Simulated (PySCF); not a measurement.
**Diatomic cations of Sn with the halogens**

MP2 with triple-zeta basis sets in PySCF, for the lowest determinant that a PBE0 search found; no spin–orbit coupling. De refers to high-spin ground-configuration atoms (the charge goes to the atom of lower measured ionisation energy or higher electron affinity, which is not always the lowest computed limit).

| M | basis | reference, frozen orbitals | charged atom | state (unpaired electrons) | Re (Å) | ωe (cm⁻¹) | De (eV) |
| --- | --- | --- | --- | --- | --- | --- | --- |
| F | def2-TZVPPD | RHF, 5 | Sn+ | singlet (closed shell) | 1.875 | 693 | 5.40 |
| Cl | def2-TZVPPD | RHF, 9 | Sn+ | singlet (closed shell) | 2.252 | 441 | 4.27 |
| Br | def2-TZVPPD | RHF, 13 | Sn+ | singlet (closed shell) | 2.387 | 311 | 3.93 |
| I | def2-TZVPPD | RHF, 8 | Sn+ | singlet (closed shell) | 2.571 | 251 | 3.59 |

The shortest bond is that of SnF⁺ (1.875 Å), the longest that of SnI⁺ (2.571 Å). SnF⁺ is bound most strongly (5.40 eV) and SnI⁺ least (3.59 eV).

Down a group the atoms grow and get heavier, so bonds lengthen and wavenumbers fall; this series shows no clear exception.

Correlated steps freeze the inner cores (5 to 13 orbitals); shallow outer-core shells are correlated. These are scalar-relativistic numbers at best; spin–orbit coupling would shift them, the dissociation energy most. For an ion De counts to the pair picked by the measured ionisation energies or electron affinities, which need not be the lowest pair at this level. Where the molecule has an RHF reference, its open-shell atoms are computed with UHF.
